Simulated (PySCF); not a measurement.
Orbital energies and ionisation energy

Compound: C6H14Ge.
Structure used (PBE0-D3(BJ)/def2-SVP), in Å, numbered top down from 1:
```
atom  x, y, z in Å
C1     2.9076    0.7214    0.6903
Ge2    1.7303   -0.6104   -0.1243
C3    -0.1550   -0.1671    0.1840
C4    -0.5664    1.2265   -0.3006
C5    -2.1040    1.1893   -0.3136
C6    -2.4878   -0.3016   -0.4642
C7    -1.1577   -1.0698   -0.5395
H8     2.7510    0.7553    1.7787
H9     3.9631    0.4820    0.4980
H10    2.6970    1.7195    0.2785
H11    1.9714   -0.6572   -1.6523
H12    2.0509   -2.0070    0.4567
H13   -0.3355   -0.2340    1.2732
H14   -0.1625    2.0405    0.3208
H15   -0.1852    1.3877   -1.3249
H16   -2.4997    1.5927    0.6314
H17   -2.5212    1.8149   -1.1171
H18   -3.1182   -0.4872   -1.3470
H19   -3.0689   -0.6365    0.4090
H20   -0.8505   -1.1883   -1.5935
H21   -1.2200   -2.0814   -0.1102
```

Level: CAM-B3LYP/def2-SVPD (PySCF). Frontier orbitals with their largest atomic shares (Löwdin; up to four atoms above 4 %):

```csv
orbital,ε (eV),main atoms
HOMO−3,-10.22,"C6 16 %, C5 15 %, C7 10 %, H16 9 %"
HOMO−2,-10.17,"Ge2 27 %, H11 20 %, H12 13 %, C3 8 %"
HOMO−1,-9.91,"C1 29 %, Ge2 24 %, H12 11 %, C3 6 %"
HOMO,-9.18,?
LUMO,1.20,"Ge2 30 %, C1 12 %, H8 6 %, H9 5 %"
LUMO+1,1.50,"Ge2 10 %, C1 10 %, C6 9 %, C7 8 %"
LUMO+2,1.72,"Ge2 23 %, H12 11 %, H11 10 %, C1 8 %"
```

Task: What vertical ionisation energy does ΔSCF give, and how far is −ε(HOMO) from it?

Result: ΔSCF: 9.77 eV (943 kJ/mol; threshold wavelength 127 nm); ⟨S²⟩ of the doublet left behind is 0.754, against 0.75 for a pure doublet. −ε(HOMO) is 9.18 eV, 0.59 eV below it. For the exact functional −ε(HOMO) would equal the first vertical ionisation energy; CAM-B3LYP (range-separated hybrid) falls short of its own ΔSCF value by 6 %.

Task: On which atoms does the HOMO lie?

Result: C3 (sp3 carbon bound to germanium) 32 %, Ge2 (germanium bonded to 2 C and 2 H) 21 %, C1 (sp3 carbon bound to germanium) 8 %, C7 (ring CH2 carbon) 7 %, so no atom holds as much as 40 %. The HOMO−1 lies 0.73 eV lower.

Task: How many of the 10 lowest singlet excitations (vertical TDDFT, same level) lie below the ionisation energy?

Result: All 10; they run from 7.56 to 8.78 eV.

Task: With α = 100.9 au, estimate the like-pair dispersion coefficient by London's formula C6 = (3/4)α²I.

Result: I = 0.3590 Eh, so C6 ≈ 2740 au; the Casimir–Polder integral at the same level gives 4100 au, 1.49 times as much.

Task: What kinetic energy would electrons from this vertical process carry with Lyman-α light (10.199 eV)?

Result: 10.20 − 9.77 = 0.43 eV.

Task: What total energies stand behind the ΔSCF value?

Result: E(N) = -2313.62386 Eh and E(N − 1) = -2313.26482 Eh at the same geometry, 0.35904 Eh apart.

Geometry: PBE0-D3(BJ)/def2-SVP, one conformer, isolated molecule. The calculation is non-relativistic, for germanium too.
